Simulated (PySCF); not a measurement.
SMILES CC(C)CC=O, GFN2-xTB optimised geometry.

```
16

C      1.26     0.06     1.30
C      0.68    -0.50     0.00
C      1.21     0.28    -1.20
C     -0.85    -0.50     0.00
C     -1.46     0.88     0.00
O     -2.30     1.26    -0.76
H      0.85    -0.46     2.16
H      2.34    -0.08     1.31
H      1.07     1.12     1.40
H      1.00    -1.54    -0.09
H      0.91     1.33    -1.14
H      2.30     0.23    -1.24
H      0.82    -0.13    -2.13
H     -1.23    -1.04    -0.87
H     -1.21    -1.00     0.90
H     -1.07     1.54     0.80
```

Density from PySCF with PBE0/def2-TZVP at that geometry.

Minimum of the electron density along straight lines between bonded atoms, close to the bond critical point (lines longer than 1.1 times the sum of covalent radii, or with two minima, are not listed):

```
bond    length / Å  ρ at the minimum / e bohr⁻³  ∇²ρ there / e bohr⁻⁵  position (fraction from the first atom)
------  ----------  ---------------------------  --------------------  ---------------------------------------
C1–C2        1.527                        0.247                 -0.61                                     0.50
C2–C3        1.527                        0.247                 -0.61                                     0.50
C2–C4        1.539                        0.240                 -0.58                                     0.49
C4–C5        1.499                        0.267            (withheld)                                     0.48
C5–O6        1.199                   (withheld)            (withheld)                                     0.33
C1–H7        1.088                        0.279                 -0.95                                     0.64
C1–H8        1.088                        0.279                 -0.96                                     0.64
C1–H9        1.087                        0.280                 -0.96                                     0.64
C2–H10       1.096                        0.279                 -0.96                                     0.64
C3–H11       1.088                        0.279                 -0.95                                     0.64
C3–H12       1.088                        0.279                 -0.96                                     0.64
C3–H13       1.087                        0.280                 -0.96                                     0.64
C4–H14       1.092                        0.279                 -0.96                                     0.64
C4–H15       1.094                        0.274                 -0.92                                     0.64
C5–H16       1.107                        0.280                 -0.99                                     0.65
```

Fill in the missing entries.


- C4–C5, ∇²ρ there / e bohr⁻⁵: -0.72
- C5–O6, ρ at the minimum / e bohr⁻³: 0.429
- C5–O6, ∇²ρ there / e bohr⁻⁵: 0.10
